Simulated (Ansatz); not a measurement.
All numbers were calculated with Ansatz.

Basis-set series for FH3OSiZn, SMILES `F[SiH2][O][ZnH]`. Total charge 0; spin multiplicity 1. The geometry is a stationary point of PBE0-D4/def2-TZVP. It is one conformer, not always the lowest.

Cartesian coordinates in Å:
```
F 0.155 1.253 -1.447
Si -0.383 -0.207 -1.051
O -0.081 -0.509 0.494
Zn 0.621 0.157 1.980
H -1.842 -0.198 -1.317
H 0.327 -1.166 -1.931
H 1.204 0.671 3.273
```

| functional | basis | functions | energy (Eh) | HOMO (eV) | LUMO (eV) |
| --- | --- | --- | --- | --- | --- |
| PBE0-D4 | def2-SVP | 92 | -2244.83585 | -8.18 | -0.17 |
| PBE0-D4 | def2-TZVPP | 210 | -2245.42880 | -8.40 | -0.48 |
| ωB97M-V | def2-SVP | 92 | -2245.21450 | -10.43 | 1.37 |
| ωB97M-V | def2-TZVPP | 210 | -2245.81190 | -10.71 | 0.83 |

**Question.** Give the rows for def2-QZVPP. (Best estimate.)

**Answer.** The calculation gave: 
```tsv
functional	basis	functions	energy (Eh)	HOMO (eV)	LUMO (eV)
PBE0-D4	def2-QZVPP	374	-2245.49404	-8.42	-0.56
ωB97M-V	def2-QZVPP	374	-2245.87430	-10.73	0.54
```

Positive LUMOs are unbound and depend on the basis. Scalar relativity is left out up to krypton.
